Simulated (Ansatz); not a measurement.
Geometry optimisation, RKS PBE-D4/6-31G* (Ansatz).

Input file:

```yaml
crystal:
  periodic: [false, false, false]
  atoms:
    - { symbol: B, position_ang: [0.0, 0.0, 0.0] }
    - { symbol: F, position_ang: [0.0, 0.0, 1.32] }
    - { symbol: Cl, position_ang: [1.6108, 0.0, -0.93] }
    - { symbol: O, position_ang: [-1.2211, 0.0, -0.705] }
    - { symbol: H, position_ang: [-1.7308, -0.8467, -0.4965] }
basis:
  gaussian: { orbitals: "6-31G*" }
hamiltonian:
  xc: pbe
  dispersion: d4
relax:
  f_tol: 0.02
  max_steps: 40
```

Run as:

```bash
$ ansatz run input.yaml --threads 1 --pin off --max-ram 2048MiB --backend cpu --events-out ev --progress --plain --runs-dir out
```

Question: Where does it end, and by what steps?

Answer: The forces met the threshold. After 7 steps the energy has fallen by 0.501 eV; H5 moved furthest, 0.43 Å.

```tsv
step	energy less start (eV)	largest force component (eV/Å)	accepted
0	0.0000	1.737	yes
1	-0.1516	2.239	yes
2	-0.2592	2.245	yes
3	-0.4804	0.890	yes
4	-0.4997	0.265	yes
5	-0.5007	0.128	yes
6	-0.5009	0.033	yes
7	-0.5010	0.003	yes
```

```xyz
5
Properties=species:S:1:pos:R:3
B 0.030 -0.107 -0.076
F -0.037 -0.098 1.262
Cl 1.580 0.197 -0.864
O -1.063 -0.343 -0.847
H -1.851 -0.496 -0.287
```

Whether the end is a true minimum wasn't checked by a vibrational analysis.

The run took 12 s on 1 thread of Arm Neoverse V2, on a shared host, peak memory 0.15 GiB.
